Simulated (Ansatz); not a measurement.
The cluster Nb2O was relaxed with r2SCAN-D4 (def2-TZVP) in Ansatz in these states: neutral quintet, neutral triplet. The geometries follow in no particular order.

In the def2 sets Nb takes a core potential; there is no spin–orbit coupling.

A:

```tsv
atom	x (Å)	y (Å)	z (Å)
Nb1	0.359	-1.171	-0.129
Nb2	0.626	1.038	-0.221
O3	-0.985	0.133	0.350
```

B:

```csv
atom,x (Å),y (Å),z (Å)
Nb1,-1.0142,0.9276,-0.2610
Nb2,1.0000,-0.3725,-0.6068
O3,0.0142,-0.5551,0.8678
```

Problem. Judge from the bond lengths which geometry belongs to which state (an estimate).

Solution. A is the neutral triplet (Nb1–Nb2 2.227 Å, Nb1–O3 1.934 Å, Nb2–O3 1.934 Å); B is the neutral quintet (Nb1–Nb2 2.422 Å, Nb1–O3 2.128 Å, Nb2–O3 1.783 Å).

At r2SCAN-D4/def2-TZVP the charge 0 quintet is spin-contaminated (final ⟨S²⟩ up to 6.24, 6.00 for a pure state). At PBE0-D4/def2-TZVP a broken-symmetry singlet lies 0.66 eV below the neutral triplet. At PBE0-D4/def2-TZVP a broken-symmetry singlet lies 1.14 eV below the neutral quintet. These are the stationary points nearest to one start from a short search; other shapes may lie lower in each state.
